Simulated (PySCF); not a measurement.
# KBr from Hartree–Fock to correlated methods

State: ¹Σ⁺ (singlet), closed shell. Set-up: PySCF, no relativity, basis sets K def2-TZVPP, Br def2-TZVPP. De refers to K + Br in their high-spin ground configurations, without counterpoise correction. A positive dipole means K(−)Br(+).

```json
{"Level": "RHF", "Re (Å)": "2.919", "ωe (cm⁻¹)": "207", "De (eV)": "3.00", "μ (D)": "-11.47", "CPU s a point (SCF and correlation, without the integrals)": "0.33"}
{"Level": "RHF-MP2", "Re (Å)": "2.868", "ωe (cm⁻¹)": "217", "De (eV)": "3.94", "μ (D)": "n/a", "CPU s a point (SCF and correlation, without the integrals)": "0.58"}
{"Level": "RHF-SCS-MP2", "Re (Å)": "2.880", "ωe (cm⁻¹)": "215", "De (eV)": "3.86", "μ (D)": "n/a", "CPU s a point (SCF and correlation, without the integrals)": "n/a"}
{"Level": "RHF-CCSD", "Re (Å)": "2.880", "ωe (cm⁻¹)": "215", "De (eV)": "3.76", "μ (D)": "n/a", "CPU s a point (SCF and correlation, without the integrals)": "n/a"}
{"Level": "RHF-CCSD(T)", "Re (Å)": "2.877", "ωe (cm⁻¹)": "216", "De (eV)": "3.82", "μ (D)": "n/a", "CPU s a point (SCF and correlation, without the integrals)": "17"}
{"Level": "PBE", "Re (Å)": "2.854", "ωe (cm⁻¹)": "212", "De (eV)": "3.88", "μ (D)": "-10.27", "CPU s a point (SCF and correlation, without the integrals)": "1.2"}
{"Level": "r²SCAN", "Re (Å)": "2.859", "ωe (cm⁻¹)": "215", "De (eV)": "4.07", "μ (D)": "-10.75", "CPU s a point (SCF and correlation, without the integrals)": "1.7"}
{"Level": "M06-L", "Re (Å)": "2.868", "ωe (cm⁻¹)": "214", "De (eV)": "4.27", "μ (D)": "-10.99", "CPU s a point (SCF and correlation, without the integrals)": "1.8"}
{"Level": "TPSSh", "Re (Å)": "2.855", "ωe (cm⁻¹)": "213", "De (eV)": "4.02", "μ (D)": "-10.59", "CPU s a point (SCF and correlation, without the integrals)": "2.1"}
{"Level": "PBE0", "Re (Å)": "2.848", "ωe (cm⁻¹)": "216", "De (eV)": "3.90", "μ (D)": "-10.60", "CPU s a point (SCF and correlation, without the integrals)": "2.8"}
{"Level": "r²SCAN0", "Re (Å)": "2.854", "ωe (cm⁻¹)": "217", "De (eV)": "4.01", "μ (D)": "-10.86", "CPU s a point (SCF and correlation, without the integrals)": "2.1"}
{"Level": "HSE06", "Re (Å)": "2.850", "ωe (cm⁻¹)": "215", "De (eV)": "3.91", "μ (D)": "-10.60", "CPU s a point (SCF and correlation, without the integrals)": "2.3"}
{"Level": "BHandHLYP", "Re (Å)": "2.864", "ωe (cm⁻¹)": "216", "De (eV)": "3.79", "μ (D)": "-10.86", "CPU s a point (SCF and correlation, without the integrals)": "1.3"}
```

The bond length runs from 2.848 Å (PBE0) to 2.919 Å (RHF). De spans 3.00 eV (RHF, mean field) to 4.27 eV (M06-L, meta-GGA). Correlation at CCSD(T) changes the Hartree–Fock bond energy by +0.82 eV; the triples alone change it by +0.06 eV.

Correlated steps freeze 14 core orbitals. Where the molecule has an RHF reference, its open-shell atoms are computed with UHF.

The whole job (state search and all levels along the bond) took about 6.3 min on 1 thread of Arm Neoverse V1 (shared host), peak memory 1.4 GiB.
